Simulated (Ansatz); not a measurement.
## Molecular dynamics of CH$_{5}$F$_{2}$NOSi

input.yaml

```yaml
crystal:
  periodic: [false, false, false]
  atoms:
    - { symbol: "N", position_ang: [-0.476017, -1.518336, 0.908092] }
    - { symbol: C, position_ang: [0.495267, -0.201539, 0.791893] }
    - { symbol: F, position_ang: [1.671406, -0.644503, 1.312986] }
    - { symbol: O, position_ang: [0.67036, 0.01047, -0.561164] }
    - { symbol: Si, position_ang: [0.041738, 1.432153, -1.175712] }
    - { symbol: F, position_ang: [-1.577766, 1.286475, -1.225175] }
    - { symbol: H, position_ang: [-0.914359, -1.775556, 0.020797] }
    - { symbol: H, position_ang: [-0.048015, -2.295329, 1.417521] }
    - { symbol: H, position_ang: [-0.703505, -0.47658, 1.427736] }
    - { symbol: H, position_ang: [0.367823, 2.600233, -0.330626] }
    - { symbol: H, position_ang: [0.538367, 1.525409, -2.565848] }
basis:
  gaussian: { orbitals: def2-SVP }
hamiltonian:
  xc: b3lyp
  dispersion: d4
md:
  timestep: 0.5
  n_steps: 200
  ensemble: nve
  temperature: 100.0
  initial_velocities: maxwell_boltzmann
  seed: 5146
```

Run as:

```bash
$ ansatz run input.yaml --threads 2 --pin off --max-ram 3072MiB --backend cpu --events-out ev --progress --plain --runs-dir out
```

It starts at the highest image of a converged band. Of that band: Neighbouring images differ by up to 3.5 eV, so the band resolves the path poorly. A vibrational analysis at the climbing image gives one clearly imaginary mode, 1589i cm⁻¹: a first-order saddle point.

Output, in part (step lines, the closing report, with atoms numbered from 0):

```
md step     0: t =     0.00 fs  T =   100.0 K  F+E_penalty+E_count = -17956.50438249 eV  E_kin = 0.116334 eV  conserved = -17956.38804849 eV  (27 SCF iters)
md step     1: t =     0.50 fs  T =    99.2 K  F+E_penalty+E_count = -17956.50344870 eV  E_kin = 0.115411 eV  conserved = -17956.38803738 eV  (31 SCF iters)
md step     2: t =     1.00 fs  T =    96.9 K  F+E_penalty+E_count = -17956.50072036 eV  E_kin = 0.112715 eV  conserved = -17956.38800555 eV  (30 SCF iters)
md step     3: t =     1.50 fs  T =    93.5 K  F+E_penalty+E_count = -17956.49670110 eV  E_kin = 0.108740 eV  conserved = -17956.38796101 eV  (25 SCF iters)
md step     4: t =     2.00 fs  T =    89.5 K  F+E_penalty+E_count = -17956.49208616 eV  E_kin = 0.104170 eV  conserved = -17956.38791663 eV  (25 SCF iters)
md step     5: t =     2.50 fs  T =    85.7 K  F+E_penalty+E_count = -17956.48757063 eV  E_kin = 0.099688 eV  conserved = -17956.38788269 eV  (24 SCF iters)
md step     6: t =     3.00 fs  T =    82.4 K  F+E_penalty+E_count = -17956.48368793 eV  E_kin = 0.095824 eV  conserved = -17956.38786354 eV  (25 SCF iters)
md step     7: t =     3.50 fs  T =    79.8 K  F+E_penalty+E_count = -17956.48074216 eV  E_kin = 0.092886 eV  conserved = -17956.38785591 eV  (24 SCF iters)
[... lines left out ...]
Total energy: -17957.30296452 eV, -659.9187120488 hartree
Atom 0 at    -0.303298    -1.476711     0.856554 Å, force    -5.340604    -2.630636     2.177272 eV/Å
Atom 1 at     0.376486    -0.408090     0.977957 Å, force     8.206767     7.306358    -3.462529 eV/Å
Atom 2 at     1.723017    -0.764632     1.293585 Å, force    -0.115023     0.012181    -0.031871 eV/Å
Atom 3 at     0.570157     0.127144    -0.494818 Å, force     0.432030    -1.323595     1.029076 eV/Å
Atom 4 at     0.001500     1.457634    -1.233966 Å, force     0.639668    -1.169701     0.285643 eV/Å
Atom 5 at    -1.607281     1.300875    -1.280005 Å, force    -0.498054     0.548253    -0.194232 eV/Å
Atom 6 at     0.010467    -2.347146     0.445687 Å, force     0.453373     0.343057    -0.055104 eV/Å
Atom 7 at    -1.050916    -1.500515     1.533059 Å, force    -0.540109    -0.867397    -0.033008 eV/Å
Atom 8 at     0.563778     0.793089     1.406368 Å, force    -2.738044    -3.544793     0.362063 eV/Å
Atom 9 at     0.451468     2.530920    -0.348445 Å, force    -0.304256     0.964374    -0.006905 eV/Å
Atom 10 at     0.575897     1.415530    -2.598884 Å, force    -0.195747     0.361899    -0.070406 eV/Å
Dipole moment:    -0.288223    -0.202374     0.348613 e Å
```

The steps, from the saved trajectory:

```csv
time (fs),T (K),potential energy less start (eV),conserved less start (meV/atom)
0.0,100,0.000,0.00
3.0,82,0.021,0.02
6.0,84,0.019,0.03
9.0,224,-0.143,0.12
12.0,1042,-1.094,0.20
15.0,2629,-2.950,-0.76
18.0,2109,-2.340,-0.29
21.0,720,-0.720,0.11
24.0,373,-0.316,0.18
27.0,1458,-1.581,-0.17
30.0,2615,-2.931,-0.41
33.0,1819,-2.000,-0.06
36.0,507,-0.472,0.19
39.0,805,-0.819,0.17
42.0,1909,-2.124,-1.75
45.0,2453,-2.760,-2.03
48.0,1123,-1.188,0.22
51.0,1022,-1.072,0.05
54.0,1974,-2.184,-0.38
57.0,1477,-1.583,1.72
60.0,1696,-1.860,-0.23
63.0,825,-0.842,0.14
66.0,1390,-1.501,0.02
69.0,2240,-2.513,-2.09
72.0,1793,-1.992,-2.03
75.0,702,-0.697,0.29
78.0,1359,-1.465,-0.08
81.0,2428,-2.724,-1.49
84.0,1472,-1.603,-0.69
87.0,914,-0.947,0.09
90.0,1408,-1.523,-0.08
93.0,2082,-2.311,-0.49
96.0,1650,-1.807,-0.41
99.0,831,-0.849,0.06
```

All steps were run. The conserved energy stayed within 2.3 meV per atom of its start (net change 0.094 meV per atom), so there is no drift, though single steps change it by up to 23 meV in the whole system, a sign of fast motions only just resolved. The system heated up, since it started high on the potential surface and ran downhill. A run of 0.1 ps of so small a system gives no equilibrium averages. The orbitals stay closed-shell, which can raise the energy where a bond breaks towards radicals; this wasn't checked here.

The step under study would form N1–H9 and break C2–H9. These pairs go: N1–H9 1.19 → 2.49 Å, C2–H9 1.38 → 1.29 Å. In the last frame they stand as before the step (other bonds may differ from the relaxed reactants and products). These pairs come and go: their bonding changes 14 times, last at 90 of 100 fs, so the outcome isn't settled. It ends as one piece, CH5F2NOSi. Pairs count as bonded within 1.25 times the sum of covalent radii (0.12 Å more for H–H).

Last frame:

```xyz
11
Properties=species:S:1:pos:R:3
N -0.303 -1.477 0.857
C 0.377 -0.408 0.978
F 1.723 -0.765 1.294
O 0.570 0.127 -0.495
Si 0.002 1.458 -1.234
F -1.607 1.301 -1.280
H 0.011 -2.347 0.446
H -1.051 -1.500 1.533
H 0.564 0.793 1.406
H 0.452 2.531 -0.348
H 0.576 1.415 -2.599
```

Run time: 10 min on 2 threads of Arm Neoverse V1 (shared host), peak memory 0.26 GiB.
